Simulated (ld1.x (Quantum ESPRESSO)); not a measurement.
## How hard is this Mn (Z = 25) TM potential?

| Item | Value |
| --- | --- |
| Element | Mn (Z = 25) |
| Generator | ld1.x (Quantum ESPRESSO) 7.5 |
| Type | norm-conserving Troullier–Martins (Kleinman–Bylander form) |
| Functional | BP86 |
| Relativity | scalar-relativistic |
| Frozen core | [Ne] |
| Valence charge | 15 |
| Reference configuration | 3s2 3p6 3d5.5 4s1.5 4p0 |
| Partial waves | 3p (bound): rc 0.95 bohr; 3d (bound): rc 0.95 bohr; 3s (bound): rc 1.40 bohr |
| Local potential | the s channel |
| Core correction | none |

Occupied shells without a wave of their own: 4s. They enter only through the test configuration that unscreens the potential.

The pseudo-atom Hamiltonian at the reference potential is diagonalised in spherical Bessel functions j_l(qr) that vanish at 20 bohr, with q² up to the cutoff. All-electron valence levels (Ry): 3p -3.8548, 4p -0.0899, 3d -0.3705, 3s -6.1479, 4s -0.3496.

Problem. How do the lowest levels (Ry) of each channel move with the cutoff, and are there ghosts?

Solution.

```csv
cutoff (Ry),p #1,p #2,p #3,d #1,d #2,s #1,s #2,f #1,f #2,Σ f·Δε (mRy)
8,-1.6284,-0.0224,0.0657,0.0495,0.1297,-5.7074,-0.3051,0.1027,0.2349,16698.8
18,-3.1034,-0.0623,0.0478,0.0479,0.1206,-6.1124,-0.3946,0.1027,0.2349,6895.7
35,-3.7857,-0.0908,0.0408,0.0443,0.1040,-6.1320,-0.4026,0.1027,0.2349,2730.9
55,-3.8459,-0.0954,0.0398,0.0316,0.0781,-6.1467,-0.4037,0.1027,0.2349,2268.7
80,-3.8484,-0.0956,0.0398,-0.0518,0.0583,-6.1472,-0.4039,0.1027,0.2349,1793.8
120,-3.8544,-0.0960,0.0397,-0.2829,0.0538,-6.1479,-0.4040,0.1027,0.2349,485.5
200,-3.8548,-0.0960,0.0397,-0.3700,0.0532,-6.1479,-0.4040,0.1027,0.2349,3.4
350,-3.8549,-0.0960,0.0397,-0.3705,0.0532,-6.1479,-0.4040,0.1027,0.2349,0.1
400,-3.8549,-0.0960,0.0397,-0.3705,0.0532,-6.1479,-0.4040,0.1027,0.2349,0.0
```

Result: no extra level below or beside the all-electron valence levels (p, d, s, f tested); 10 mRy is reached at 200 Ry and 1 mRy at 260 Ry.

The potential misses its own reference levels by up to 0.7 eV. Its largest configuration-test error is -2110 meV.
